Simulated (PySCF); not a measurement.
Delta-SCF ions had no search for a lower state. Excitations are Tamm–Dancoff values on a coarser integration grid. The basis has no diffuse functions, so Rydberg states are missing or too high.

Cartesian coordinates (Å):
SMILES: C([SiH3])(CC)([SiH3])CC
```xyz
23

C     -2.1898    -0.9809     0.4889
C     -0.7202    -1.1294     0.1212
C      0.0307     0.1697    -0.2428
Si    -0.0959     1.4585     1.1563
Si    -0.6875     0.9572    -1.8191
C      1.5181    -0.1296    -0.5575
C      2.3579    -0.6384     0.6081
H     -2.7852    -0.5540    -0.3329
H     -2.3291    -0.3279     1.3663
H     -2.6270    -1.9587     0.7403
H     -0.6248    -1.8364    -0.7248
H     -0.1992    -1.6125     0.9661
H      0.0319     0.8129     2.5018
H     -1.4032     2.1853     1.1204
H      0.9958     2.4697     1.0011
H     -2.1241     1.3480    -1.6877
H     -0.5597    -0.0152    -2.9531
H      0.0957     2.1883    -2.1540
H      1.9960     0.7803    -0.9609
H      1.5565    -0.8734    -1.3756
H      3.3919    -0.8297     0.2837
H      2.4049     0.0947     1.4297
H      1.9665    -1.5785     1.0246
```
Charge 0, spin multiplicity 1.

Question: What is the computed S1 excitation (TDA), HOMO, brightest of the four lowest singlets (TDA), S1–T1 gap (TDA), total energy, LUMO, S1 oscillator strength and vertical ionisation energy (Delta-SCF) (TPSSh-D3(BJ)/def2-TZVP // PBE0-D3(BJ)/def2-SVP (PySCF))?

Answer: 
The S1 excitation (TDA) comes out as 6.97 eV. The HOMO is -7.11 eV, the brightest of the four lowest singlets (TDA) comes out as 7.54 eV and the S1–T1 gap (TDA) is 0.40 eV. The total energy is -779.3197 Ha, the LUMO is 0.26 eV and the S1 oscillator strength comes out as 0.050. The vertical ionisation energy (Delta-SCF) is 9.24 eV.
